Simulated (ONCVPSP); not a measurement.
# arsenic (As): variants of one ONCV potential

Base potential:

arsenic, optimised norm-conserving Vanderbilt (ONCV), made with ONCVPSP 4.0.1 (PBE, scalar-relativistic). Core [Ar], reference 3d10 4s1.5 4p3.5. Waves: 4s: rc 1.65 bohr, ncon 4, nbas 7, qcut 3.7 1/bohr, 1 projector; 4p: rc 2.00 bohr, ncon 3, nbas 7, qcut 4.8 1/bohr, 3 projectors, debl 1.8 Ha; 3d: rc 1.15 bohr, ncon 5, nbas 9, qcut 12.4 1/bohr, 2 projectors, debl 2.6 Ha. Local part: polynomial inside 1.15 bohr (lpopt 5, dvloc0 2 Ha). Core correction: Teter function fitted to the true core (icmod 2), fcfact 0.55.

Cutoffs, loose and tight: the cutoffs (Ha) at which the residual kinetic energy of the hardest occupied pseudo-wave falls to 1 and 0.1 mHa per electron. They do not see the model core or the augmentation charge, which bear on the density cutoff. Test errors are all-electron minus pseudo excitation energies from the reference, over the configurations 3d10 4s2 4p3; 3d10 4s2 4p2; 3d10 4s2 4p1; 3d10 4s1 4p0. A dash means not determined; rows that change the core or the reference have their own tests. The largest error is taken over the tests solved by every variant that gives reliable tests at all: 3d10 4s2 4p1; 3d10 4s2 4p2; 3d10 4s2 4p3.

A true bound ghost makes a file unfit for plane-wave use even where its test errors are small: the radial tests pick states by their node count and pass the ghost by.

| change | outcome | cutoff, loose | cutoff, tight | bound ghosts | GHOST(+) flags above zero | largest test error (meV) |
| --- | --- | --- | --- | --- | --- | --- |
| base | generated | 77 Ha | 207 Ha | none | s | +2.6 |
| local potential polynomial inside 1.15 bohr (lpopt 5, dvloc0 -0.5 Ha) | generated | 77 Ha | 207 Ha | s | p | -15 |
| local potential polynomial inside 1.15 bohr (lpopt 5, dvloc0 5 Ha) | generated | 77 Ha | 207 Ha | none | s | -3.6 |
| local potential polynomial inside 1.15 bohr (lpopt 5, dvloc0 7.5 Ha) | generated | 77 Ha | 207 Ha | none | none | -4.7 |
| local potential polynomial inside 1.15 bohr (lpopt 5, dvloc0 9 Ha) | generated | 77 Ha | 207 Ha | none | none | -5.0 |

What comes out with this change to the base: local potential polynomial inside 1.15 bohr (lpopt 5, dvloc0 3 Ha)?

outcome: generated; cutoff, loose: 77 Ha; cutoff, tight: 207 Ha; bound ghosts: none; GHOST(+) flags above zero: s; largest test error (meV): -1.2.

What comes out with this change to the base: local potential polynomial inside 1.15 bohr (lpopt 5, dvloc0 -2.5 Ha)?

outcome: generated; cutoff, loose: 77 Ha; cutoff, tight: 207 Ha; bound ghosts: s; GHOST(+) flags above zero: p; largest test error (meV): -9.1.

Reading the sweep of the dvloc0 (base included, trends over the rows without a ghost): The loose cutoff stays near 77 Ha. The median size of the test errors (rows with all tests solved) is not monotonic: lowest 1.2 meV at 3 Ha, highest 3.0 meV at 9 Ha. Bound ghosts are found at -2.5, -0.5 Ha.
